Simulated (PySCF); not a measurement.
Unknowns

Method: GIAO PBE0/pcSseg-1 shieldings, GFN2-xTB geometry, in PySCF (isolated molecule, averaged over atoms made equivalent by symmetry, fast rotation or ring inversion, non-relativistic, a single conformation).

Referencing at the same level of theory: TMS for ¹H (σ = 31.72 ppm), ¹³C (σ = 186.93 ppm). Splittings of carbon signals by F and P are missing where no couplings were computed. Where no couplings were computed, multiplicities follow the n + 1 count of equivalent neighbours, and m marks all less simple cases (inequivalent or close neighbours, rings, F or P nearby). Shifts are as computed. Against solution values, carbons near 30 ppm lie about +3 ppm off and those near 130 ppm about +5 ppm (rms about the fit 2.1 ppm; single classes can miss by 10 ppm). Of 1328 compounds with measured shifts, 309 miss one by over three times the rms of a fit or turn the order of signals round; such compounds aren't used in these exercises. Signals without a measured value on file couldn't be tested in this way; 1H shifts scatter by 0.2 ppm about their fit, and single ones miss by 0.5 ppm. OH and NH positions are gas-phase values without hydrogen bonding to other molecules.

**Question.** C5H7F2NO. ¹H NMR (600 MHz, computed): δ 9.38 (s, 1H), 6.17 (m, 1H), 2.77 (m, 2H), 2.24 (s, 3H). ¹³C{¹H} NMR (computed): δ 166.3, 164.8, 123.4, 50.6, 27.8. Give a structure.

**Answer.** `C/C(CC(F)F)=N\C=O`. The formula gives 2 degrees of unsaturation (no ring in the answer). 5 carbon signals for 5 carbons: no two carbons are equivalent. Carbon types of the structure: 1 × C, 2 × CH, 1 × CH2, 1 × CH3, which accounts for all hydrogens. δC 166.3: amide carbonyl carbon; lone-pair donation from the attached heteroatom keeps it upfield of a ketone carbonyl. δC 164.8: C=N carbon. δC 123.4: sp3 CH bonded to 2 F; 2 electronegative neighbours deshield it. δH 9.38: hydrogen on an amide carbonyl carbon.

This is the structure that produced the data.

**Question.** C5H7F2NO. ¹H NMR (500 MHz, computed): δ 6.62 (m, 1H), 5.16 (t, 1H), 3.94 (m, 2H), 3.87 (s, 2H), 1.12 (br s, 1H). ¹³C{¹H} NMR (computed): δ 163.8 (C), 123.2 (CH), 108.8 (CH), 57.0 (CH2), 57.0 (CH2). What is it?

**Answer.** `C1C(OC(F)F)=CCN1`. The formula gives 2 degrees of unsaturation (1 ring in the answer). 5 carbon signals for 5 carbons: no two carbons are equivalent. Carbon types of the structure: 1 × C, 2 × CH, 2 × CH2, leaving 1 H on heteroatoms. δC 163.8: alkene carbon bearing oxygen; an sp2 carbon further deshielded by the attached heteroatom. δC 123.2: sp3 CH bonded to 2 F and O; 3 electronegative neighbours deshield it. δC 108.8: β carbon of an enol-ether or enamine type C=C; the O or N lone pair pushes π density onto this β carbon and shields it. δH 5.16: hydrogen on a β carbon of an enol-ether or enamine type C=C; olefinic region.

This is the structure that produced the data.
